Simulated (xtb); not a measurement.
C₂HF₃O₂, triplet, geometry from GFN2-xTB (a higher spin typed on purpose: for a closed-shell molecule this is an excited state); GFN2-xTB run with xtb.

xtb was given this input:
```
$ xtb mol.xyz --gfn 2 --uhf 2 --acc 30 --json

# file mol.xyz
8

O      1.65790534    -0.88270612    -0.07220064
C      0.98936800     0.25369855    -0.36291891
O      1.22640711     1.42611907     0.05638304
C     -0.59071777    -0.06640763    -0.02476285
F     -0.78362860    -0.22649549     1.28232619
F     -1.35925859     0.90600159    -0.46203374
F     -0.91655170    -1.18974048    -0.63825805
H      2.06854888    -0.87893974     0.81432182
```

Task: Write the output that xtb gives for this input, abridged.

Result: 
```
   ID    Z sym.   atoms
    1    8 O      1, 3
    2    6 C      2, 4
    3    9 F      5-7
    4    1 H      8

           -------------------------------------------------
          |                Calculation Setup                |
           -------------------------------------------------

           -------------------------------------------------
          |                 G F N 2 - x T B                 |
           -------------------------------------------------

          ...................................................
          :                      SETUP                      :
          :.................................................:
          :  # basis functions                  29          :
          :  # atomic orbitals                  29          :
          :  # shells                           15          :
          :  # electrons                        42          :
          :  max. iterations                   250          :
          :  Hamiltonian                  GFN2-xTB          :
          :  restarted?                      false          :
          :  GBSA solvation                  false          :
          :  PC potential                    false          :
          :  electronic temp.          300.0000000     K    :
          :  accuracy                   30.0000000          :
          :  -> integral cutoff          0.2000000E+02      :
          :  -> integral neglect         0.3000000E-06      :
          :  -> SCF convergence          0.3000000E-04 Eh   :
          :  -> wf. convergence          0.3000000E-02 e    :
          :  Broyden damping             0.4000000          :
          :  net charge                          0          :
          :  unpaired electrons                  2          :
          ...................................................

 iter      E             dE          RMSdq      gap      omega  full diag
   1    -26.9781208 -0.269781E+02  0.487E+00    8.50       0.0  T
   2    -27.0305727 -0.524518E-01  0.302E+00    7.49       1.0  T
   3    -27.0350186 -0.444593E-02  0.172E+00    7.82       1.0  T
   4    -27.0377499 -0.273127E-02  0.722E-01    7.64       1.0  T
   5    -27.0407190 -0.296912E-02  0.108E-01    7.68       1.0  T
   6    -27.0407436 -0.245790E-04  0.445E-02    7.70       1.0  T
   7    -27.0407455 -0.198595E-05  0.198E-02    7.70       1.8  T
   8    -27.0407465 -0.941052E-06  0.524E-03    7.70       6.7  T

   *** convergence criteria satisfied after 8 iterations ***

 transition dipole moment (au) for excitation:          21          22
     X       Y       Z
   0.3029   0.1769  -0.1570  total (au/Debye):    0.384   0.977
 dE (eV)             :    3.280
 oscillator strength :  0.16785E-01

         :::::::::::::::::::::::::::::::::::::::::::::::::::::
         ::                     SUMMARY                     ::
         :::::::::::::::::::::::::::::::::::::::::::::::::::::
         :: total energy             -26.948155618934 Eh    ::
         :: gradient norm              0.000106481740 Eh/a0 ::
         :: HOMO-LUMO gap              7.697000085850 eV    ::
         ::.................................................::
         :: SCC energy               -27.040745346317 Eh    ::
         :: -> isotropic ES            0.069158714765 Eh    ::
         :: -> anisotropic ES          0.005922628513 Eh    ::
         :: -> anisotropic XC         -0.022286164500 Eh    ::
         :: -> dispersion             -0.004025189159 Eh    ::
         :: repulsion energy           0.092589727383 Eh    ::
         :: add. restraining           0.000000000000 Eh    ::
         :: total charge              -0.000000000000 e     ::
         :::::::::::::::::::::::::::::::::::::::::::::::::::::

           -------------------------------------------------
          |                Property Printout                |
           -------------------------------------------------

    * Orbital Energies and Occupations

         #    Occupation            Energy/Eh            Energy/eV
      -------------------------------------------------------------
         1        2.0000           -0.9344976             -25.4290
       ...           ...                  ...                  ...
        10        2.0000           -0.6674150             -18.1613
        11        2.0000           -0.6257200             -17.0267
        12        2.0000           -0.6036063             -16.4250
        13        2.0000           -0.5980784             -16.2745
        14        2.0000           -0.5953197             -16.1995
        15        2.0000           -0.5865138             -15.9599
        16        2.0000           -0.5861369             -15.9496
        17        2.0000           -0.5853505             -15.9282
        18        2.0000           -0.5846869             -15.9101
        19        2.0000           -0.5357219             -14.5777
        20        2.0000           -0.5189702             -14.1219
        21        1.0000           -0.4686493             -12.7526
        22        1.0000           -0.3480959              -9.4722 (HOMO)
        23                         -0.0652364              -1.7752 (LUMO)
        24                          0.0184949               0.5033
        25                          0.0604147               1.6440
        26                          0.0757239               2.0606
        27                          0.0960946               2.6149
        28                          0.1559809               4.2445
        29                          0.4161247              11.3233
      -------------------------------------------------------------
                  HL-Gap            0.2828595 Eh            7.6970 eV
             Fermi-level           -0.3502379 Eh           -9.5305 eV

     #   Z          covCN         q      C6AA      α(0)
     1   8 O        1.658    -0.345    19.807     6.008
     2   6 C        2.661     0.213    23.495     7.931
     3   8 O        0.857    -0.293    19.665     5.946
     4   6 C        3.305     0.499    17.517     6.691
     5   9 F        0.789    -0.148    10.714     3.866
     6   9 F        0.790    -0.130    10.540     3.835
     7   9 F        0.791    -0.133    10.563     3.839
     8   1 H        0.803     0.338     0.617     1.234

 Mol. C6AA /au·bohr⁶  :        800.425060
 Mol. C8AA /au·bohr⁸  :      17105.487421
 Mol. α(0) /au        :         39.350150

Wiberg/Mayer (AO) data.
largest (>0.10) Wiberg bond orders for each atom

 ---------------------------------------------------------------------------
     #   Z sym  total        # sym  WBO       # sym  WBO       # sym  WBO
 ---------------------------------------------------------------------------
     1   8 O    2.159 --     2 C    1.087     8 H    0.843     3 O    0.161
     2   6 C    3.396 --     3 O    1.583     1 O    1.087     4 C    0.644
     3   8 O    1.996 --     2 C    1.583     1 O    0.161     4 C    0.105
     4   6 C    3.790 --     6 F    1.014     7 F    1.003     5 F    0.988
                             2 C    0.644     3 O    0.105
     5   9 F    1.166 --     4 C    0.988
     6   9 F    1.189 --     4 C    1.014
     7   9 F    1.185 --     4 C    1.003
     8   1 H    0.884 --     1 O    0.843
 ---------------------------------------------------------------------------

Topologies differ in total number of bonds
Writing topology from bond orders to xtbtopo.mol

molecular dipole:
                 x           y           z       tot (Debye)
 q only:        0.187      -0.599       0.281
   full:        0.261      -0.634       0.538       2.216
molecular quadrupole (traceless):
                xx          xy          yy          xz          yz          zz
 q only:        1.714      -3.006      -3.040       2.735      -1.658       1.326
  q+dip:        3.326      -2.629      -5.046       3.626      -2.151       1.720
   full:        3.394      -2.836      -5.097       3.810      -2.192       1.703

           -------------------------------------------------
          | TOTAL ENERGY              -26.948155618934 Eh   |
          | GRADIENT NORM               0.000106481740 Eh/α |
          | HOMO-LUMO GAP               7.697000085850 eV   |
           -------------------------------------------------

normal termination of xtb
```
